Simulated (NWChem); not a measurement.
System: Si$_{2}$H$_{3}$Cl$_{2}$F; SMILES Cl[Si@@H](F)[SiH2]Cl

```xyz
8

F      1.8225    -0.8547    -0.4624
Si     0.4517    -0.8046     0.4025
Cl    -0.6205    -2.5227     0.0099
Si    -0.8557     0.9927    -0.3262
Cl     0.1298     2.7556     0.1480
H      0.8243    -0.7894     1.8402
H     -1.0563     0.9178    -1.8005
H     -2.1749     0.9723     0.3676
```
Atoms are numbered in this order, from 1.

Computed with NWChem. Coordinates come from a PBE0/def2-SVP optimisation. Level BLYP/def2-SVP: energy and gradient; each run changes one setting, and changes count from the defaults (medium grid, exact Coulomb integrals, symmetry on).

```json
[
 {"setting": "defaults", "size of the energy change (μHa)": "< 10", "largest change of a gradient component (μHa/bohr)": "< 30", "time, defaults = 1 (rough)": "about 1"},
 {"setting": "extra-fine grid", "size of the energy change (μHa)": "< 10", "largest change of a gradient component (μHa/bohr)": "80", "time, defaults = 1 (rough)": "2"},
 {"setting": "Becke weights", "size of the energy change (μHa)": "10", "largest change of a gradient component (μHa/bohr)": "100", "time, defaults = 1 (rough)": "about 1"},
 {"setting": "symmetry off", "size of the energy change (μHa)": "< 10", "largest change of a gradient component (μHa/bohr)": "other frame", "time, defaults = 1 (rough)": "about 1"}
]
```
